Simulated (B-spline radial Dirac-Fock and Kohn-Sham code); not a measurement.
# Two-hole binding energies of Lu²⁰⁺

System: Lu²⁰⁺ in the configuration [Kr] 4d10 4f5.

Input of the calculation (task.json; shells as n, l, electrons):

```json
{"items": [{
  "Z": 71,
  "q": 20,
  "cfg": [[1, 0, 2], [2, 0, 2], [2, 1, 6], [3, 0, 2], [3, 1, 6], [3, 2, 10], [4, 0, 2], [4, 1, 6], [4, 2, 10], [4, 3, 5]],
  "A": 175,
  "rrms": 5.37,
  "do": ["binding", "quiet", "double"]
}]}
```

Launch: `python xray_run.py task.json out`

Model: Dirac-Fock (average of configuration) total-energy differences with a finite nucleus, the Breit interaction including its frequency dependence, and self-energy and vacuum-polarisation corrections. Program: a radial atomic solver. U is the two-hole binding energy less the two single-hole energies, the effective repulsion of the holes after relaxation. Each two-hole energy is an average over J within one jj subconfiguration.

```
          holes  E(a) (eV)  E(b) (eV)  E(ab) (eV)  U (eV)
           2s⁻²    11453.8    11453.8     23142.1   234.4
   2s⁻¹ 2p3/2⁻¹    11453.8     9821.2     21486.9   211.9
2p1/2⁻¹ 2p3/2⁻¹    10925.5     9821.2           ?       ?
        2p3/2⁻²     9821.2     9821.2     19890.4   248.1
   2s⁻¹ 3p1/2⁻¹    11453.8     2846.2     14413.2   113.1
   2s⁻¹ 3p3/2⁻¹    11453.8     2606.8     14167.2   106.6
   2p1/2⁻¹ 3s⁻¹    10925.5     3077.7     14112.6   109.4
2p1/2⁻¹ 3p3/2⁻¹    10925.5     2606.8     13643.2   110.9
   2p3/2⁻¹ 3s⁻¹     9821.2     3077.7     13006.6   107.7
2p3/2⁻¹ 3d3/2⁻¹     9821.2     2219.3     12160.1   119.7
        3p3/2⁻²     2606.8     2606.8      5296.0    82.4
3d3/2⁻¹ 3d5/2⁻¹     2219.3     2168.3      4481.9    94.3
        4d3/2⁻²      735.3      735.3      1513.0    42.3
4d3/2⁻¹ 4d5/2⁻¹      735.3      723.8      1501.7    42.5
```

Task: Give the missing two-hole energy and U.

Result: E(ab) = 21002.2 eV and U = 255.6 eV.
